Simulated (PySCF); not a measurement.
Species: C₆H₉O (doublet state).
Structure used (GFN2-xTB), in Å, numbered top down from 1:
```xyz
16
C6H9O angstrom
C     -2.124    0.496    0.351
C     -0.694    0.204    0.151
C     -0.101   -0.307   -1.108
C      1.298   -0.793   -0.699
C      1.655    0.047    0.527
C      0.310    0.417    1.142
O      0.138    0.839    2.280
H     -2.740   -0.366    0.090
H     -2.296    0.770    1.390
H     -2.447    1.321   -0.290
H     -0.708   -1.087   -1.571
H     -0.024    0.509   -1.838
H      2.024   -0.691   -1.504
H      1.247   -1.846   -0.420
H      2.289   -0.474    1.243
H      2.164    0.971    0.242
```

The hyperfine couplings belong to this conformer and change with its torsions.

The species is `C[C]1CCCC1=O` [radical].

The calculation used UKS B3LYP, pcH-1 on C H O, non-relativistic, mean-field spin-orbit, GIAO in PySCF. One conformer (not necessarily the lowest) at the GFN2-xTB geometry, without solvent, vibrations or thermal averaging. A GFN2-xTB geometry isn't a minimum of the functional, and hyperfine couplings can be far from their values at a DFT geometry. The SCF solution wasn't tested for stability.

Principal values of hyperfine tensors in MHz (contact and dipolar terms together), for some of the nuclei:

```json
{"atom": "H12", "isotope": "1H", "A1": "114.24", "A2": "115.70", "A3": "125.71"}
{"atom": "H10", "isotope": "1H", "A1": "91.76", "A2": "93.00", "A3": "102.85"}
{"atom": "H8", "isotope": "1H", "A1": "68.56", "A2": "69.70", "A3": "79.66"}
{"atom": "C2", "isotope": "13C", "A1": "1.40", "A2": "2.43", "A3": "182.30"}
{"atom": "H11", "isotope": "1H", "A1": "56.60", "A2": "57.54", "A3": "67.11"}
{"atom": "C6", "isotope": "13C", "A1": "-42.68", "A2": "-34.79", "A3": "-28.03"}
{"atom": "C3", "isotope": "13C", "A1": "-27.62", "A2": "-24.57", "A3": "-24.47"}
{"atom": "C1", "isotope": "13C", "A1": "-26.35", "A2": "-23.58", "A3": "-23.29"}
```

(1) Give the isotropic coupling of each nucleus in MHz and in mT (g = 2.0046), and the anisotropic part.

(2) What spin density at the nucleus of H12 lies behind its contact coupling (g_N = 5.58569)?

(3) O7 (17O, g_N = -0.75752) isn't in the table. Its spin density at the nucleus is 0.03279 bohr⁻³. What is its contact coupling?

(4) Name the largest traceless tensor T of the table and describe it.

(5) What first-order splitting does H12 cause when the field lies along A1, A2 or A3 of its tensor (g taken as isotropic, no quadrupole term)?

Results:

(1) a_iso = (A1 + A2 + A3)/3, Ti = Ai − a_iso; 1 mT corresponds to 28.057 MHz.

| atom | a_iso (MHz) | a_iso (mT) | T1 | T2 | T3 |
| --- | --- | --- | --- | --- | --- |
| H12 | 118.55 | 4.225 | -4.31 | -2.85 | 7.16 |
| H10 | 95.87 | 3.417 | -4.11 | -2.87 | 6.98 |
| H8 | 72.64 | 2.589 | -4.08 | -2.94 | 7.02 |
| C2 | 62.04 | 2.211 | -60.64 | -59.62 | 120.26 |
| H11 | 60.42 | 2.153 | -3.81 | -2.88 | 6.69 |
| C6 | -35.16 | -1.253 | -7.51 | 0.38 | 7.14 |
| C3 | -25.55 | -0.911 | -2.07 | 0.98 | 1.08 |
| C1 | -24.41 | -0.870 | -1.95 | 0.83 | 1.12 |

(2) a_FC = (2μ0/3) gₑ μB g_N μN ρ(0)/(2S·h) = 800.24 MHz × g_N × ρ(0)/(2S), with ρ in bohr⁻³. With a_FC = 118.55 MHz and 2S = 1, ρ(0) = 0.02652 bohr⁻³. In magnitude that is 8.3 % of the 1/π = 0.318 of a free hydrogen atom.

(3) By the same relation, a_FC = -19.88 MHz. Its full tensor has the principal values -110.55, 25.29, 25.63 MHz.

(4) C2: -60.6, -59.6, 120.3 MHz, axial, in the ratio −1:−1:+2, the form that spin in one p orbital centred on that nucleus gives.

(5) 2 lines (I = 1/2), spaced by |A_i|/(g × 13.996): 4.07, 4.12, 4.48 mT along the axes of A1, A2 and A3.
